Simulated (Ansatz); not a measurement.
A nudged elastic band was laid between two geometries of C$_{2}$H$_{4}$SSeSi (9 atoms, charge 0, multiplicity 1).

Computed with RKS B3LYP-D4/def2-SVP in Ansatz 0.2.0.

```yaml
movable_images: 5
climbing_image: yes
spring: 5.0 eV/Å²
optimiser: quadratic models (default)
start_path: through a guess of the saddle point
force_threshold: 0.05 eV/Å
iteration_limit: 60
end_points: relaxed
```

Image 0:

```xyz
9
Properties=species:S:1:pos:R:3
Si -1.056 -0.717 -0.352
C 0.381 0.027 0.641
S 2.134 -0.465 0.138
C 1.261 1.032 0.057
Se 1.377 2.709 -0.442
H -2.286 0.086 -0.101
H -0.687 -0.689 -1.791
H -1.278 -2.119 0.102
H 0.242 0.090 1.732
```

Image 6:

```xyz
9
Properties=species:S:1:pos:R:3
Si -1.018 -0.687 -0.551
C 0.563 -0.266 0.454
S 1.356 -1.437 1.306
C 1.088 1.091 0.477
Se 0.349 2.459 -0.385
H -2.178 0.095 -0.041
H -0.802 -0.399 -1.996
H -1.266 -2.140 -0.358
H 1.997 1.238 1.078
```

**Question.** Which bonds break or form, and what moves?

**Answer.** Bonds broken: C2–H9, S3–C4. Bonds formed: C4–H9.

**Question.** What energy profile does the band end with?

**Answer.** It converged. The highest image is number 1 of 0 to 6, 212.7 kJ/mol above the first end and 209.1 kJ/mol above the last; the last end lies 3.5 kJ/mol above the first. Neighbouring images differ by up to 2.2 eV, so the band resolves the path poorly. A vibrational analysis at the climbing image gives one clearly imaginary mode, 1135i cm⁻¹: a first-order saddle point. The orbitals stay closed-shell, which can raise the energy where a bond breaks towards radicals; this wasn't checked here.

| image | path coordinate (Å) | energy (kJ/mol) | C2–H9 (Å) | S3–C4 (Å) | C4–H9 (Å) |
| --- | --- | --- | --- | --- | --- |
| 0 | 0.00 | 0.0 | 1.10 | 1.73 | 2.18 |
| 1 | 1.46 | 212.7 | 1.29 | 2.65 | 1.40 |
| 2 | 2.31 | 42.2 | 2.03 | 2.71 | 1.10 |
| 3 | 3.17 | 30.4 | 2.18 | 2.69 | 1.10 |
| 4 | 4.02 | 14.8 | 2.18 | 2.66 | 1.10 |
| 5 | 4.87 | 5.3 | 2.17 | 2.67 | 1.10 |
| 6 | 5.73 | 3.5 | 2.17 | 2.67 | 1.10 |

**Question.** What is the geometry of the highest image?

**Answer.** 
```xyz
9
Properties=species:S:1:pos:R:3:forces:R:3
Si -1.036 -0.784 -0.406 0.00 0.00 0.00
C 0.636 -0.048 0.158 0.00 0.00 0.00
S 2.032 -1.095 0.143 0.00 0.00 0.00
C 0.911 1.308 0.219 0.00 -0.01 0.00
Se 1.380 2.944 0.222 0.00 0.00 -0.01
H -2.155 0.169 -0.138 0.00 0.00 0.00
H -0.915 -1.028 -1.865 0.00 0.00 0.00
H -1.216 -2.043 0.356 0.00 0.00 0.00
H 0.451 0.531 1.293 0.00 0.00 0.00
```

Time of the run: 9 min on 2 threads of Intel(R) Xeon(R) Platinum 8259CL CPU @ 2.50GHz (Skylake/Cascade Lake) (shared host), peak memory 0.35 GiB.
